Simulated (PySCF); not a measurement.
SMILES C[SiH](C)N[SiH3], GFN2-xTB optimised geometry.

```
16

Si    -2.38    -0.43     0.00
N     -0.65    -0.43     0.00
Si     0.46     0.06    -1.25
C     -0.21     1.64    -2.06
C      2.15     0.36    -0.43
H     -2.88    -1.13    -1.19
H     -2.87     0.95     0.00
H     -2.77    -1.13     1.23
H     -0.22    -0.90     0.78
H      0.59    -1.00    -2.27
H     -0.31     2.44    -1.33
H      0.44     1.99    -2.85
H     -1.19     1.46    -2.49
H      2.88     0.67    -1.16
H      2.09     1.13     0.34
H      2.52    -0.55     0.04
```

Density from PySCF with PBE0/def2-TZVP at that geometry.

Minimum of the electron density along straight lines between bonded atoms, close to the bond critical point (lines longer than 1.1 times the sum of covalent radii, or with two minima, are not listed):

```json
[
 {"bond": "Si1–N2", "length / Å": "1.731", "ρ at the minimum / e bohr⁻³": "0.129", "∇²ρ there / e bohr⁻⁵": "0.54", "position (fraction from the first atom)": "0.40"},
 {"bond": "N2–Si3", "length / Å": "1.737", "ρ at the minimum / e bohr⁻³": "0.128", "∇²ρ there / e bohr⁻⁵": "0.54", "position (fraction from the first atom)": "0.60"},
 {"bond": "Si3–C4", "length / Å": "1.896", "ρ at the minimum / e bohr⁻³": "0.118", "∇²ρ there / e bohr⁻⁵": "0.16", "position (fraction from the first atom)": "0.39"},
 {"bond": "Si3–C5", "length / Å": "1.899", "ρ at the minimum / e bohr⁻³": "0.117", "∇²ρ there / e bohr⁻⁵": "0.15", "position (fraction from the first atom)": "0.39"},
 {"bond": "Si1–H6", "length / Å": "1.466", "ρ at the minimum / e bohr⁻³": "0.125", "∇²ρ there / e bohr⁻⁵": "0.18", "position (fraction from the first atom)": "0.49"},
 {"bond": "Si1–H7", "length / Å": "1.466", "ρ at the minimum / e bohr⁻³": "0.125", "∇²ρ there / e bohr⁻⁵": "0.18", "position (fraction from the first atom)": "0.49"},
 {"bond": "Si1–H8", "length / Å": "1.464", "ρ at the minimum / e bohr⁻³": "0.125", "∇²ρ there / e bohr⁻⁵": "0.19", "position (fraction from the first atom)": "0.49"},
 {"bond": "N2–H9", "length / Å": "1.006", "ρ at the minimum / e bohr⁻³": "0.334", "∇²ρ there / e bohr⁻⁵": "-1.63", "position (fraction from the first atom)": "0.74"},
 {"bond": "Si3–H10", "length / Å": "1.477", "ρ at the minimum / e bohr⁻³": "0.123", "∇²ρ there / e bohr⁻⁵": "0.16", "position (fraction from the first atom)": "0.49"},
 {"bond": "C4–H11", "length / Å": "1.086", "ρ at the minimum / e bohr⁻³": "0.274", "∇²ρ there / e bohr⁻⁵": "-0.92", "position (fraction from the first atom)": "0.64"},
 {"bond": "C4–H12", "length / Å": "1.086", "ρ at the minimum / e bohr⁻³": "0.274", "∇²ρ there / e bohr⁻⁵": "-0.92", "position (fraction from the first atom)": "0.64"},
 {"bond": "C4–H13", "length / Å": "1.085", "ρ at the minimum / e bohr⁻³": "0.274", "∇²ρ there / e bohr⁻⁵": "-0.92", "position (fraction from the first atom)": "0.64"},
 {"bond": "C5–H14", "length / Å": "1.085", "ρ at the minimum / e bohr⁻³": "0.275", "∇²ρ there / e bohr⁻⁵": "-0.92", "position (fraction from the first atom)": "0.64"},
 {"bond": "C5–H15", "length / Å": "1.086", "ρ at the minimum / e bohr⁻³": "0.274", "∇²ρ there / e bohr⁻⁵": "-0.92", "position (fraction from the first atom)": "0.64"},
 {"bond": "C5–H16", "length / Å": "1.086", "ρ at the minimum / e bohr⁻³": "0.274", "∇²ρ there / e bohr⁻⁵": "-0.91", "position (fraction from the first atom)": "0.64"}
]
```
